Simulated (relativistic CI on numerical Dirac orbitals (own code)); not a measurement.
**Spin-allowed bands of a d3 ion in an octahedral site, by hand**

Problem. A d3 ion in an octahedral site has a 4A2 ground term and spin-allowed bands at ν1 = 24000 and ν2 = 32156 cm⁻¹ (from a computed ligand-field model). Find Δ and the Racah parameter B, and predict the third band.

Working.
1. The F term splits into A2 (−1.2Δ), T2 (−0.2Δ) and T1 (+0.6Δ), so ν1 = E(T2) − E(A2) = Δ = 24000 cm⁻¹.
2. T1(F) mixes with T1(P), which lies at 15B, through an element 0.4Δ. The two roots, counted from A2, are ν2,3 = ½(15B + 3Δ) ∓ ½√[(15B − Δ)² + 12BΔ].
3. Solving the lower root for B gives B = (2ν1² + ν2² − 3ν1ν2)/(15ν2 − 27ν1) = -129223664/-165660 = 780 cm⁻¹.
4. The sum of the roots is 15B + 3Δ, so ν3 = 15B + 3ν1 − ν2 = 51545 cm⁻¹ (194 nm).

Check. The bands were computed by exact diagonalisation of the d3 shell with B = 780 and Δ = 24000 cm⁻¹, which gives ν3 = 51544 cm⁻¹. C does not enter the terms of highest spin.
